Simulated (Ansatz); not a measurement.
**Nudged elastic band run: BrFH$_{4}$Si**

Input file:

```yaml
crystal:
  periodic: [false, false, false]
  atoms:
    - { symbol: Si, position_ang: [0.423301, 0.0, -0.324823] }
    - { symbol: F, position_ang: [-0.345826, 0.0, 1.109155] }
    - { symbol: H, position_ang: [1.871964, 0.0, -0.054786] }
    - { symbol: H, position_ang: [0.018259, 1.215615, -1.053221] }
    - { symbol: H, position_ang: [0.018259, -1.215615, -1.053221] }
    - { symbol: Br, position_ang: [-3.47575, 0.0, 2.536583] }
    - { symbol: H, position_ang: [-2.141206, 0.0, 2.053615] }
basis:
  gaussian: { orbitals: def2-SVP }
hamiltonian:
  xc: { name: BHLYP }
neb:
  order_check: false
  images: 7
  f_tol: 0.05
  max_iterations: 60
  final_atoms:
    - { symbol: Si, position_ang: [-0.31719301, -0.00032643, -0.56155143] }
    - { symbol: F, position_ang: [-0.20029005, 0.00208128, 3.0202476] }
    - { symbol: H, position_ang: [0.70973972, -0.00090641, 0.49025336] }
    - { symbol: H, position_ang: [-0.24821515, 1.21285458, -1.39565413] }
    - { symbol: H, position_ang: [-0.24857461, -1.2130648, -1.39630023] }
    - { symbol: Br, position_ang: [-2.31764469, -0.00122059, 0.46892003] }
    - { symbol: H, position_ang: [-1.00882122, 0.00058238, 2.5873868] }
  initial_path:
    images:
      - { positions_ang: [[0.423301, 0.0, -0.324823], [-0.345826, 0.0, 1.109155], [1.871964, 0.0, -0.054786], [0.018259, 1.215615, -1.053221], [0.018259, -1.215615, -1.053221], [-3.47575, 0.0, 2.536583], [-2.141206, 0.0, 2.053615]] }
      - { positions_ang: [[0.32463256, 0.0, -0.23498206], [-0.28360798, 0.0, 1.32448422], [1.76247614, 0.0, -0.13146844], [-0.14284512, 1.20956125, -0.91370477], [-0.14284512, -1.20956125, -0.91370477], [-3.23087573, 0.0, 2.07630852], [-1.91793376, 0.0, 2.0063693]] }
      - { positions_ang: [[0.22596411, 0.0, -0.14514112], [-0.22138995, 0.0, 1.53981345], [1.65298828, 0.0, -0.20815087], [-0.30394923, 1.2035075, -0.77418854], [-0.30394923, -1.2035075, -0.77418854], [-2.98600147, 0.0, 1.61603404], [-1.69466151, 0.0, 1.9591236]] }
      - { positions_ang: [[0.12729567, 0.0, -0.05530018], [-0.15917193, 0.0, 1.75514267], [1.54350042, 0.0, -0.28483331], [-0.46505335, 1.19745375, -0.63467231], [-0.46505335, -1.19745375, -0.63467231], [-2.7411272, 0.0, 1.15575955], [-1.47138927, 0.0, 1.9118779]] }
      - { positions_ang: [[0.02862723, 0.0, 0.03454075], [-0.09695391, 0.0, 1.97047189], [1.43401256, 0.0, -0.36151575], [-0.62615746, 1.1914, -0.49515608], [-0.62615746, -1.1914, -0.49515608], [-2.49625294, 0.0, 0.69548507], [-1.24811702, 0.0, 1.8646322]] }
      - { positions_ang: [[-0.05782783, -8.161e-05, -0.11448229], [-0.12278794, 0.00052032, 2.23291582], [1.25294435, -0.0002266, -0.14857347], [-0.53167188, 1.19676364, -0.72028059], [-0.53176175, -1.1968162, -0.72044212], [-2.45160087, -0.00030515, 0.63884381], [-1.18829307, 0.00014559, 2.04532085]] }
      - { positions_ang: [[-0.14428289, -0.00016322, -0.26350534], [-0.14862198, 0.00104064, 2.49535975], [1.07187614, -0.0004532, 0.0643688], [-0.43718631, 1.20212729, -0.94540511], [-0.43736603, -1.2022324, -0.94572816], [-2.40694881, -0.0006103, 0.58220255], [-1.12846912, 0.00029119, 2.2260095]] }
      - { positions_ang: [[-0.23073795, -0.00024482, -0.41252839], [-0.17445601, 0.00156096, 2.75780368], [0.89080793, -0.0006798, 0.27731108], [-0.34270073, 1.20749093, -1.17052962], [-0.34297032, -1.2076486, -1.17101419], [-2.36229675, -0.00091545, 0.52556129], [-1.06864517, 0.00043678, 2.40669815]] }
      - { positions_ang: [[-0.31719301, -0.00032643, -0.56155143], [-0.20029005, 0.00208128, 3.0202476], [0.70973972, -0.00090641, 0.49025336], [-0.24821515, 1.21285458, -1.39565413], [-0.24857461, -1.2130648, -1.39630023], [-2.31764469, -0.00122059, 0.46892003], [-1.00882122, 0.00058238, 2.5873868]] }
```

Run as:

```bash
$ ansatz run input.yaml --threads 2 --pin off --max-ram 3072MiB --backend cpu --events-out ev --progress --plain --runs-dir out
```

Output, in part (warnings, iteration lines, the closing report on the highest movable image, with atoms numbered from 0):

```
NEB end point (image 0): max|allowed force component| = 1.027e-2 eV/Å (the criterion of neb.relax_end_points is 1.000e-2)
NEB end point (image 8): max|allowed force component| = 1.444e-2 eV/Å (the criterion of neb.relax_end_points is 1.000e-2)
NEB iter   1: max|band force component| = 6.892e0 eV/Å  barrier→ = 2.8167 eV  barrier← = 2.3323 eV  Δτ_max = 0.2000 Å  (221 SCF iters)
NEB iter   2: max|band force component| = 2.465e0 eV/Å  barrier→ = 1.9258 eV  barrier← = 1.4414 eV  Δτ_max = 0.2000 Å  (206 SCF iters)
NEB iter   3: max|band force component| = 1.219e0 eV/Å  barrier→ = 1.7603 eV  barrier← = 1.2759 eV  Δτ_max = 0.1999 Å  (202 SCF iters)
NEB iter   4: max|band force component| = 2.402e0 eV/Å  barrier→ = 1.7016 eV  barrier← = 1.2172 eV  Δτ_max = 0.0997 Å  (203 SCF iters)
NEB iter   5: max|band force component| = 1.127e0 eV/Å  barrier→ = 1.6870 eV  barrier← = 1.2026 eV  Δτ_max = 0.0455 Å  (197 SCF iters)
NEB iter   6: max|band force component| = 8.747e-1 eV/Å  barrier→ = 1.6835 eV  barrier← = 1.1992 eV  Δτ_max = 0.0962 Å  (187 SCF iters)
NEB iter   7: max|band force component| = 2.848e-1 eV/Å  barrier→ = 1.6830 eV  barrier← = 1.1986 eV  CI = image 5  Δτ_max = 0.0437 Å  (177 SCF iters)
NEB iter   8: max|band force component| = 1.245e-1 eV/Å  barrier→ = 1.6834 eV  barrier← = 1.1990 eV  CI = image 5  Δτ_max = 0.0120 Å  (186 SCF iters)
NEB iter   9: max|band force component| = 1.872e-2 eV/Å  barrier→ = 1.6834 eV  barrier← = 1.1991 eV  CI = image 5  Δτ_max = 0.0000 Å  (330 SCF iters)
Total energy: -80691.20819627 eV, -2965.3472067476 hartree
Atom 0 at    -0.162106    -0.000028    -0.094596 Å, force    -0.002708     0.002724     0.014191 eV/Å
Atom 1 at    -0.120803     0.000652     1.890310 Å, force     0.008117    -0.003846    -0.008572 eV/Å
Atom 2 at     1.304124     0.000178     0.115745 Å, force    -0.000308     0.000053     0.006263 eV/Å
Atom 3 at    -0.470318     1.265581    -0.770940 Å, force    -0.003432     0.005637    -0.004700 eV/Å
Atom 4 at    -0.469814    -1.266050    -0.770412 Å, force    -0.005054    -0.006045    -0.003532 eV/Å
Atom 5 at    -2.610272     0.000748     0.818130 Å, force     0.007586    -0.002266    -0.003322 eV/Å
Atom 6 at    -1.101810    -0.001082     2.025065 Å, force    -0.004201     0.003743    -0.000327 eV/Å
Dipole moment:     0.434099    -0.000707    -0.033486 e Å
```

The forces met the threshold. A vibrational analysis at the climbing image gives 2 clearly imaginary modes (288i, 104i cm⁻¹): a point of higher order, so a lower path passes nearby. The orbitals stay closed-shell, which can raise the energy where a bond breaks towards radicals; this wasn't checked here.

Final band (atoms are numbered from 1 in the order of the input):

```tsv
image	path coordinate (Å)	energy (kJ/mol)	Si1–F2 (Å)	Br6–H7 (Å)	Si1–Br6 (Å)
0	0.00	0.0	1.63	1.42	4.84
1	0.63	0.2	1.63	1.42	4.50
2	1.26	1.0	1.63	1.42	4.08
3	1.89	8.6	1.63	1.42	3.51
4	2.53	78.5	1.70	1.50	2.95
5	3.16	162.4	1.99	1.93	2.61
6	3.77	121.2	2.50	2.10	2.37
7	4.39	64.3	3.02	2.24	2.28
8	5.01	46.7	3.58	2.49	2.25
```

The run took 120 s on 2 threads of Arm Neoverse V2, with other jobs on the host, peak memory 0.17 GiB.
